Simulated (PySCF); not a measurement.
Sn(F)2(Br)(NH2) (BrF2H2NSn), SMILES [NH2][Sn]([F])([F])[Br].

The structure is a stationary point at PBE-D3(BJ)/def2-SVP. The structure was generated by enumeration; whether it is a known compound was not checked. The def2 effective core potentials stand for the cores of Sn; spin–orbit coupling is left out. Other conformers were not sampled.

Method: PBE-D3(BJ)/def2-SVP (PySCF 2.14.0).

Frequencies are harmonic and unscaled.

```tsv
mode	ν (cm⁻¹)	IR (km/mol)	moving atoms (share of kinetic energy)
1	24	30.9	H 64 %, N 19 %, F 16 %
2	104	0.6	N 44 %, F 25 %, Br 13 %, H 9 %, Sn 9 %
3	118	9.0	F 57 %, Sn 20 %, Br 14 %
4	145	2.1	H 42 %, F 31 %, N 21 %
5	154	12.8	F 77 %, Sn 18 %
6	161	36.6	F 58 %, N 16 %, Br 12 %
7	264	37.7	Br 56 %, Sn 40 %
8	536	39.2	N 78 %
9	609	64.2	F 83 %, Sn 13 %
10	624	56.8	F 83 %, Sn 17 %
11	694	80.9	H 84 %, N 13 %
12	883	8.5	H 91 %
13	1481	6.0	H 92 %
14	3379	28.2	H 96 %
15	3481	21.6	H 92 %, N 8 %
```
